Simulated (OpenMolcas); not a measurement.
# Cu³⁺: effect of the level shift or regulariser

```json
{
 "Program": "OpenMolcas",
 "Basis": "ANO-RCC-VTZP [6s5p3d2f1g]",
 "Scalar Hamiltonian": "DKH2, point nucleus",
 "Active space": "8 electrons in 5 orbitals (3d)",
 "State averaging": "2S+1 = 3 even, 10 roots; 2S+1 = 1 even, 15 roots",
 "Spin-orbit coupling": "state interaction with AMFI integrals over the reference wave functions, term energies averaged over their components"
}
```

Methods on the same reference wave functions:
A. CASSCF
B. SS-CASPT2, IPEA 0.25 Eh, imaginary shift 0.1 Eh (closed shells correlated: 3s 3p)
C. SS-CASPT2, IPEA 0.25 Eh, real shift 0.2 Eh (closed shells correlated: 3s 3p)
D. SS-CASPT2, IPEA 0.25 Eh, sigma2 regulariser 0.3 Eh (closed shells correlated: 3s 3p)

Energies in cm⁻¹ above 3d⁸ ³F₄, the measured ground level; measured values from Sugar and Musgrove, J. Phys. Chem. Ref. Data 19, 527 (1990).

```tsv
Level	A	B	C	D	Measured
3d⁸ ³F₄	0.0	0.0	0.0	0.0	0.0
3d⁸ ³F₃	1820	1823	1823	1823	1861
3d⁸ ³F₂	3051	3020	3020	3020	3078
3d⁸ ¹D₂	19656	15860	15860	15860	16248
3d⁸ ³P₂	23821	20060	20070	20060	19697
3d⁸ ³P₁	24267	20510	20520	20510	20097
3d⁸ ³P₀	24616	20850	20850	20850	20423
3d⁸ ¹G₄	30468	27220	27220	27220	26913
3d⁸ ¹S₀	73244	62130	62140	62130	61456
```

Deviations, from unrounded energies. A percentage is the sum of absolute deviations over the sum of measured energies, with the sign that they share, or ± where signs differ.

| Against measurement | Levels | A | B | C | D |
| --- | --- | --- | --- | --- | --- |
| mean absolute deviation (cm-1) | 8 | 3900 | 330 | 340 | 330 |
| fine structure of the ground term (%) | 2 | -1.4 | -1.9 | -1.9 | -1.9 |
| other terms of the ground configuration (%) | 6 | +19.0 | ±1.6 | ±1.6 | ±1.6 |

B, C, D lie about equally close to measurement and A furthest from it. The largest miss of D in the table is 3d⁸ ¹S₀, by +670 cm-1. The ranking rests on the paired levels alone, and a cruder setting can come out closer through cancelling errors.

Among B to D the level of the table that moves most is 3d⁸ ¹S₀, by 12 cm-1 (lowest in D, highest in C). Moves below CASPT2's spread within the term are not significant.

The two smallest mean deviations differ by little beside CASPT2's spread within terms, so their order carries little weight.

From A to B the spin-free energies of the other terms of 3d⁸ shown, above ³F, scale by factors of 0.79 to 0.89, as is usual when dynamic correlation screens the repulsion within a d or f shell.

The lowest spin-free term lies below A's lowest term by 0.607 hartree in B, 0.607 hartree in C, 0.607 hartree in D.

CASPT2 breaks the degeneracy within a term, and the mean is taken; among the terms shown or strongly mixed into the levels shown the widest spread is 620 cm-1 (3d⁸ ³F, D). Without dynamic correlation excited terms often stand tens of per cent too high (terms of higher spin than the ground term too low), and those without a measured partner can miss by more than the paired ones (holds for A). Measured partners are found by configuration, term and J. A level has none where our copy of the source lacks it or the pairing is in doubt (some pairs that miss far off the trend of their configuration count as doubtful), and it then counts in no deviation. Levels of configurations outside the active space are missing.
